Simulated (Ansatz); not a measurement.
Reaction (atomization): `[OH][Ga][Br]`• → Br• + Ga• + H• + O•

Gas-phase electronic energies from Ansatz, PBE0-D4/def2-TZVP geometries. CCSD(T)/CBS adds triple-zeta CCSD(T) − MP2 to the extrapolated MP2 energy (def2 sets, frozen cores). This one scheme is used for every species, atoms too. No spin–orbit coupling; open shells (•) take unrestricted orbitals. Spin–orbit coupling would lower the free atoms: a little for O; clearly for Br, Ga. For Br, Ga outer-core shells are correlated without core-valence functions, so the limit isn't a true one: a few kJ/mol of doubt a bond, and 10 to 20 or more in all where bonds break to atoms. Scalar relativity is left out up to krypton. One conformer a species, not always the lowest.

`[OH][Ga][Br]`•:

Cartesian coordinates in Å:
```
O -0.891 0.119 0.624
Ga 0.782 -0.173 0.042
Br 1.108 0.021 -2.240
H -0.999 0.032 1.575
```

| species | CCSD(T)/CBS(def2) energy (Eh) |
| --- | --- |
| `[OH][Ga][Br]`• | -4573.08269 |
| Br• | -2573.26688 |
| Ga• | -1923.88713 |
| H• | -0.50000 |
| O• | -75.00631 |

(1) Work out ΔE.

Largest T1 diagnostic among the species: 0.014.

Answers

(1) ΔE = (-2573.26688) + (-1923.88713) + (-0.50000) + (-75.00631) − (-4573.08269) = 0.42237 Eh = +1108.9 kJ/mol.

At CCSD(T), def2-SVP lies −95.9 kJ/mol from the extrapolated value and def2-TZVPP −29.1 kJ/mol: correlation converges slowly with the basis, and small sets miss more of it in the bonded molecule than in its fragments. From PBE to PBE0 (25 % exact exchange), in def2-TZVPP and without D4, ΔE moves by −38.8 kJ/mol: exact exchange takes away binding that semilocal exchange gives to molecules. In def2-TZVPP, CCSD(T) changes the Hartree–Fock value by +341.4 kJ/mol (the triples alone add +28.1 kJ/mol) and MP2 by +396.3 kJ/mol; breaking electron pairs costs correlation energy, which Hartree–Fock lacks.

For atomizations the MP2-based limit and the directly extrapolated one differ by several kJ/mol either way, and by 10 to 25 for some Ge, Se and Sn compounds, so smaller differences from it don't rank the levels.
